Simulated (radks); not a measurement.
The numbers below are computed, except where a source is named.
Species: Ce I. Configuration: [Xe] 4f1 5d1 6s2. Code: a radial shooting solver on a logarithmic mesh with Libxc functionals. Model: Dirac Kohn-Sham, PBE, spin-unpolarised, spherical densities, finite nucleus; open shells fill j = l - 1/2 first; Fermi nuclear charge, rms radius 4.8771 fm.

Normalised radial functions P(r) = r R(r) (large component), r in bohr:

r	4d5/2	4f7/2
0.003468	0.0001	0.0000
0.004037	0.0002	0.0000
0.004738	0.0003	0.0000
0.005515	0.0005	0.0000
0.006421	0.0008	0.0000
0.007475	0.0012	0.0000
0.008772	0.0019	0.0000
0.01021	0.0029	0.0000
0.01189	0.0045	0.0000
0.01384	0.0068	0.0000
0.01624	0.0105	0.0001
0.01891	0.0156	0.0001
0.02201	0.0232	0.0003
0.02562	0.0340	0.0004
0.02983	0.0495	0.0008
0.03501	0.0725	0.0014
0.04075	0.1026	0.0023
0.04744	0.1430	0.0039
0.05523	0.1955	0.0064
0.06481	0.2653	0.0108
0.07546	0.3455	0.0175
0.08784	0.4369	0.0277
0.1023	0.5333	0.0431
0.12	0.6288	0.0671
0.1397	0.6976	0.0999
0.1626	0.7252	0.1449
0.1893	0.6901	0.2045
0.2222	0.5653	0.2848
0.2587	0.3540	0.3775
0.3011	0.0595	0.4838
0.3506	-0.2917	0.5979
0.4114	-0.6730	0.7174
0.4789	-0.9886	0.8194
0.5575	-1.2045	0.8975
0.6491	-1.2856	0.9412
0.7556	-1.2283	0.9452
0.8867	-1.0489	0.9075
1.032	-0.8159	0.8385
1.202	-0.5747	0.7468
1.399	-0.3650	0.6419
1.642	-0.2003	0.5254
1.911	-0.0995	0.4166
2.225	-0.0429	0.3169
2.59	-0.0158	0.2313
3.04	-0.0045	0.1591
3.539	-0.0011	0.1073
4.12	-0.0002	0.0694
4.796	0.0000	0.0426
5.628	0.0000	0.0237
6.552	0.0000	0.0125
7.628	0.0000	0.0060
8.88	0.0000	0.0026
10.42	0.0000	0.0009
12.13	0.0000	0.0003
14.12	0.0000	0.0001

4d5/2: eigenvalue -108.89 eV, 1 radial node at r = 0.309 bohr, <r> = 0.748 bohr, 90 % of the charge inside 1.12 bohr. 4f7/2 (empty): eigenvalue -5.142 eV, 0 radial nodes, <r> = 1.11 bohr, 90 % of the charge inside 1.93 bohr.
